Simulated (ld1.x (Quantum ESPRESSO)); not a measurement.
Transferability test, TM potential for Mo (Z = 42)

```
Element                 : molybdenum
Generator               : ld1.x (Quantum ESPRESSO) 7.5
Type                    : norm-conserving Troullier–Martins (Kleinman–Bylander form)
Functional              : PBEsol
Relativity              : scalar-relativistic
Frozen core             : [Kr]
Valence charge          : 6
Reference configuration : 4d5 5s0.5 5p0 (charge +0.5)
Partial waves           : 5s (bound): rc 2.02 bohr; 5p (bound, empty): rc 2.74 bohr; 4d (bound): rc 1.50 bohr
Local potential         : all-electron potential smoothed inside 2.42 bohr (lloc = -1)
Core correction         : a·sin(br)/r model core inside 1.15 bohr
```

Energies are relative to the spin-unpolarised reference configuration 4d5 5s0.5 5p0; without spin polarisation the order of configurations can differ from experiment. Not all tests gave a result: 2 of 7 tests not solved or not reliable. Left out of the table: 4d4 5s1 5p1 (solver errors, printed error -7.8 eV); 4d4 5s2 5p0 (solver errors, printed error -12.4 eV).

Q: Give the all-electron excitation energy and the error of the potential for: 4d5 5s1 5p0; 4d5 5s0 5p0; 4d4 5s0 5p0; 4d3 5s0 5p0; 4d5.5 5s0.5 5p0.

A:

```csv
valence configuration,charge,ΔE all-electron (eV),error AE − PS (meV)
4d5 5s1 5p0,0,-2.741,+3.3
4d5 5s0 5p0,+1,4.163,-2.7
4d4 5s0 5p0,+2,19.618,-84
4d3 5s0 5p0,+3,46.343,-522
4d5.5 5s0.5 5p0,0,-2.455,+11
```

Levels in the configuration 4d3 5s0 5p0:

```csv
level,all-electron (eV),pseudo (eV)
4d,-32.881,-33.590
```

These tests converged, but a pseudo level misses the all-electron one widely, so the file describes the atom poorly there or has found another state: 4d4 5s0 5p0: empty 5s by 5.0 eV.

Note: ghost state, extra bound levels that the all-electron valence spectrum of the same l lacks: s at -6.6 eV. A true bound ghost makes a file unfit for plane-wave use.
